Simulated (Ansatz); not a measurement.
Molecule: CH3 (charge 0, doublet). 
Geometry from a B3LYP-D3(BJ)/def2-TZVP (Ansatz, an electronic-structure program) optimisation:
```
C
H 1 1.0789
H 1 1.0789 2 120.00
H 1 1.0789 2 120.00 3 -180.00
```
Charge 0, spin multiplicity 2.

Basis-set convergence of Hartree-Fock and CCSD correlation energies (hartree) with Ansatz. Correlated levels leave the core frozen unless marked. UHF or UKS for open shells. No spin-orbit coupling. No relativistic terms.

| basis | functions | E(HF) | E(corr, CCSD) |
|---|---|---|---|
| cc-pVDZ | 29 | -39.56381 | -0.14943 |
| cc-pVTZ | 72 | -39.57748 | -0.17878 |
| cc-pVQZ | 145 | -39.58026 | -0.18690 |

Extrapolating the two largest sets (X = 3 and 4) as X^-3: E(corr) = (64·(-0.18690) - 27·(-0.17878))/37 = -0.1928 Eh, an estimate of the basis-set limit. The largest set recovers 96.9 % of it, the smallest 77.5 %.
